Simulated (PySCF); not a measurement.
Te(SiH3)(OSiH3) (H6OSi2Te), SMILES [SiH3]O[Te][SiH3].

Coordinates come from a PBE-D3(BJ)/def2-SVP optimisation. This is a generated structure with no PubChem entry under its InChIKey; it may be hypothetical. The def2 effective core potentials stand for the cores of Te; spin–orbit coupling is left out. One conformer was computed; it need not be the lowest.

Computed with PBE-D3(BJ)/def2-SVP (PySCF).

Frequencies are harmonic and unscaled.

```
mode  ν (cm⁻¹)  IR (km/mol)  moving atoms (share of kinetic energy)
----  --------  -----------  --------------------------------------
1           56          0.4                 Si 51 %, H 26 %, O 17 %
2           80          0.5                 H 46 %, Si 27 %, O 20 %
3           99          0.1                                  H 91 %
4          140          0.5        Si 43 %, O 24 %, H 19 %, Te 14 %
5          153          2.5                          H 59 %, O 34 %
6          317          2.4                Si 71 %, Te 19 %, H 10 %
7          468         12.5        O 62 %, Te 13 %, H 13 %, Si 11 %
8          509          7.5                         H 83 %, Si 13 %
9          521          4.2                                  H 92 %
10         682         27.5                          H 84 %, Si 9 %
11         691         39.9                 H 77 %, O 13 %, Si 10 %
12         823        408.5                 H 73 %, O 14 %, Si 13 %
13         858        106.8                 O 56 %, H 23 %, Si 20 %
14         878         42.7                                  H 96 %
15         896         55.0                                  H 96 %
16         910         49.9                                  H 96 %
17         913        116.2                                  H 95 %
18         951        238.8                                  H 92 %
19        2145         54.3                                  H 98 %
20        2150        128.7                                  H 96 %
21        2153         72.7                                  H 99 %
22        2176         56.1                                  H 96 %
23        2179        102.5                                  H 96 %
24        2180         96.2                                  H 96 %
```
